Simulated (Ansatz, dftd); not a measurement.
Reaction: CH6NSi (SMILES [CH2][SiH2]N, doublet) → CH6NSi (SMILES C([SiH2])N, doublet)
Each species at its own B3LYP-D3(BJ)/def2-TZVP minimum (Ansatz, an electronic-structure program), one conformer.

Wanted: isomerisation energy (electronic), in kcal/mol. UHF or UKS for unpaired electrons; spin-orbit terms are left out. Cores are frozen in correlated methods. No relativity. Double hybrids freeze cores in their MP2 part.

```tsv
level	program	isomerisation energy (kcal/mol)
HF/cc-pV(D+d)Z	Ansatz	27.2
HF/cc-pV(T+d)Z	Ansatz	31.7
PBE/def2-TZVPD	Ansatz	15.3
B3LYP/def2-TZVPD	Ansatz	21.6
PBE0-D4/def2-TZVPD	Ansatz + dftd4	18.9
PBE0/def2-TZVPD	Ansatz	19.1
CAM-B3LYP-D3(BJ)/def2-TZVPD	Ansatz + dftd3	22.9
B2PLYP-D3(BJ)/def2-TZVPD	Ansatz + dftd3	22.3
B2GP-PLYP-D4/def2-TZVPD	Ansatz + dftd4	23.2
CCSD(T)/cc-pV(D+d)Z	Ansatz	16.8
CCSD(T)/cc-pV(T+d)Z	Ansatz	22.2
CCSDT(Q)/cc-pV(D+d)Z	Ansatz	16.7
```
